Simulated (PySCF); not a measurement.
CH₆GeZn.

```xyz
9

Zn     0.0000     0.0000    -0.9126
C      0.0000     0.0000    -2.8770
H     -1.0090    -0.2026    -3.2728
H      0.6800    -0.7725    -3.2728
H      0.3290     0.9752    -3.2728
Ge     0.0000     0.0000     1.5041
H      1.4223    -0.1235     2.1091
H     -0.6042     1.2935     2.1091
H     -0.8182    -1.1700     2.1091
```

Coordinates come from a B3LYP-D3(BJ)/def2-SVP optimisation. The structure was generated by enumeration; whether it is a known compound was not checked.

Level of theory: PBE/pcSseg-1 run with PySCF. Non-relativistic, no solvent.

### Question
Give the absolute GIAO shielding of each atom: isotropic value and principal components (ppm). (Estimate from the structure and the level; the computed values follow.)

### Answer

| atom | σ(iso) | σ11 | σ22 | σ33 | span |
|---|---|---|---|---|---|
| Zn1 | 1458.6 | 944.8 | 944.8 | 2486.1 | 1541.3 |
| C2 | 184.5 | 177.1 | 177.1 | 199.2 | 22.1 |
| H3 | 31.2 | 26.3 | 28.3 | 39.1 | 12.8 |
| H4 | 31.2 | 26.3 | 28.3 | 39.1 | 12.8 |
| H5 | 31.2 | 26.3 | 28.3 | 39.1 | 12.8 |
| Ge6 | 1712.2 | 1683.8 | 1726.4 | 1726.4 | 42.6 |
| H7 | 28.1 | 22.1 | 22.7 | 39.5 | 17.5 |
| H8 | 28.1 | 22.1 | 22.7 | 39.5 | 17.5 |
| H9 | 28.1 | 22.1 | 22.7 | 39.5 | 17.5 |
